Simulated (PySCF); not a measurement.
The dipole of `O=C1CO[C@@H]1[C@H](F)C(F)(F)F` from its density and from atomic charges.

Coordinates (GFN2-xTB, Å) and charges (e) from the PBE0/pcSseg-1 density (PySCF):

```json
{"atom": "O1", "x": "0.754", "y": "2.196", "z": "-0.268", "Mulliken": "-0.2916", "IAO": "-0.3400", "Hirshfeld": "-0.2047", "ESP-fitted": "-0.4053"}
{"atom": "C2", "x": "1.059", "y": "1.054", "z": "-0.183", "Mulliken": "+0.1985", "IAO": "+0.3850", "Hirshfeld": "+0.1621", "ESP-fitted": "+0.4108"}
{"atom": "C3", "x": "2.146", "y": "0.148", "z": "-0.705", "Mulliken": "+0.0861", "IAO": "-0.1191", "Hirshfeld": "+0.0014", "ESP-fitted": "-0.0249"}
{"atom": "O4", "x": "1.597", "y": "-0.948", "z": "0.039", "Mulliken": "-0.4907", "IAO": "-0.4152", "Hirshfeld": "-0.1616", "ESP-fitted": "-0.3906"}
{"atom": "C5", "x": "0.515", "y": "-0.176", "z": "0.557", "Mulliken": "-0.0120", "IAO": "-0.0023", "Hirshfeld": "+0.0167", "ESP-fitted": "+0.1823"}
{"atom": "C6", "x": "-0.848", "y": "-0.709", "z": "0.107", "Mulliken": "+0.1564", "IAO": "+0.1282", "Hirshfeld": "+0.0383", "ESP-fitted": "-0.1626"}
{"atom": "F7", "x": "-1.027", "y": "-0.503", "z": "-1.234", "Mulliken": "-0.3099", "IAO": "-0.3036", "Hirshfeld": "-0.0962", "ESP-fitted": "-0.1304"}
{"atom": "C8", "x": "-2.004", "y": "-0.031", "z": "0.857", "Mulliken": "+0.7997", "IAO": "+0.7972", "Hirshfeld": "+0.2539", "ESP-fitted": "+0.5021"}
{"atom": "F9", "x": "-3.184", "y": "-0.549", "z": "0.513", "Mulliken": "-0.2549", "IAO": "-0.2696", "Hirshfeld": "-0.0872", "ESP-fitted": "-0.1612"}
{"atom": "F10", "x": "-1.867", "y": "-0.221", "z": "2.180", "Mulliken": "-0.2717", "IAO": "-0.2857", "Hirshfeld": "-0.0862", "ESP-fitted": "-0.1882"}
{"atom": "F11", "x": "-2.064", "y": "1.280", "z": "0.653", "Mulliken": "-0.2460", "IAO": "-0.2618", "Hirshfeld": "-0.0777", "ESP-fitted": "-0.1428"}
{"atom": "H12", "x": "2.119", "y": "-0.027", "z": "-1.785", "Mulliken": "+0.1559", "IAO": "+0.1716", "Hirshfeld": "+0.0640", "ESP-fitted": "+0.1210"}
{"atom": "H13", "x": "3.163", "y": "0.399", "z": "-0.394", "Mulliken": "+0.1517", "IAO": "+0.1677", "Hirshfeld": "+0.0637", "ESP-fitted": "+0.1085"}
{"atom": "H14", "x": "0.538", "y": "-0.111", "z": "1.651", "Mulliken": "+0.1714", "IAO": "+0.1700", "Hirshfeld": "+0.0520", "ESP-fitted": "+0.0866"}
{"atom": "H15", "x": "-0.902", "y": "-1.793", "z": "0.278", "Mulliken": "+0.1571", "IAO": "+0.1776", "Hirshfeld": "+0.0611", "ESP-fitted": "+0.1948"}
```

Problem. Compute μ = Σ q r for each scheme (1 e·Å = 4.803 D) and compare with the dipole of the full density.

Solution. The full density gives (2.09, -1.55, 0.35) D, 2.62 D in size; dipole vectors point from the negative to the positive end.

```csv
scheme,μx,μy,μz,size (D),share of the full size (%),angle to the full dipole (°)
Mulliken,2.67,-1.39,0.70,3.09,118,10
IAO,2.85,-1.57,0.89,3.38,129,11
Hirshfeld,1.14,-1.15,0.23,1.63,62,9
ESP-fitted,2.12,-1.58,0.31,2.66,101,1
```

Problem. Which set comes closest?

Solution. Length of the difference vector: ESP-fitted 0.06 D, Mulliken 0.69 D, IAO 0.94 D, Hirshfeld 1.04 D. Closest: ESP-fitted. ESP charges are fitted to the potential around the molecule, whose slowest-falling term is the dipole's. The schemes that divide the density aren't constrained to reproduce the dipole.

Problem. What is left for the Hirshfeld atoms' own dipoles?

Solution. The shares of the density sum to the whole, so what Σ q r misses lies in dipoles about the nuclei. The atomic dipoles sum to (2.09, -1.55, 0.35) − (1.14, -1.15, 0.23) = (0.95, -0.40, 0.12) D, 1.04 D in size.

Problem. With the origin at the mean of the coordinates, (0.000, 0.001, 0.151) Å, which are the largest single terms, by size, of the Mulliken dipole along the direction of the full one?

Solution. C8 -5.70, O4 -4.28, F11 +2.76, F9 +2.65, H13 +1.61 D; all 15 atoms together +3.04 D. The single terms depend on the origin, their sum doesn't.

Problem. Give the size of the full dipole in other units.

Solution. 2.62 D = 1.032 au = 0.546 e·Å = 8.75 × 10⁻³⁰ C·m.

Geometry: GFN2-xTB, one conformer, isolated molecule.

Shape of the structure used: `[O:1]=[C:2]1[CH2:3][O:4][C@@H:5]1[C@H:6]([F:7])[C:8]([F:9])([F:10])[F:11]`: O4–C5–C6–F7 -69°, C5–C6–C8–F9 -177°.
